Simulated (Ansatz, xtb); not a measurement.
**C2H3Zn: where a starting geometry ends**

The starting geometry of this gas-phase doublet was built from a drawn formula by distance geometry and a force field; its bonds are those of `[CH][CH2][Zn]`.

```xyz
6

C    -0.4713    0.9365   -0.7369
C     0.2184   -0.1041   -1.5700
Zn    1.6308   -1.1475   -0.4120
H     0.2481    1.6826   -0.3466
H     0.7420    0.3526   -2.4430
H    -0.5318   -0.8467   -1.9067
```

Q: Predict what it relaxes into with r2SCAN-D4/def2-SVP.

A: It falls apart into C2H3 + Zn. Distances that change by over a tenth: C1–C2 (1.50 → 1.32 Å). Contacts that open: C2–Zn3 (2.10 → 3.20 Å).

The energy falls by 1.06 eV over 13 steps:

```csv
step,E − E(last) (eV)
1,1.063
2,0.794
4,0.330
5,0.113
6,0.046
8,0.003
9,0.001
10,0.000
12,0.000
13,0.000
```

Final geometry (Å):

```yaml
atoms:
  - { symbol: C, position_ang: [-0.4461, 1.0635, -0.7942] }
  - { symbol: C, position_ang: [-0.0188, 0.1510, -1.6402] }
  - { symbol: Zn, position_ang: [2.1324, -1.9104, -0.4620] }
  - { symbol: H, position_ang: [-0.1586, 2.0614, -0.4606] }
  - { symbol: H, position_ang: [0.8598, 0.3189, -2.2865] }
  - { symbol: H, position_ang: [-0.5325, -0.8110, -1.7715] }
```

From the same start GFN2-xTB ends elsewhere, differing in Zn3–H5 (1.94 against 3.15 Å here).

No frequencies were run, so the end isn't proven a minimum. Open shells are spin-unrestricted. Run with Ansatz 0.2.0, 2.1 min on 1 thread of Arm Neoverse V2, on a shared host.
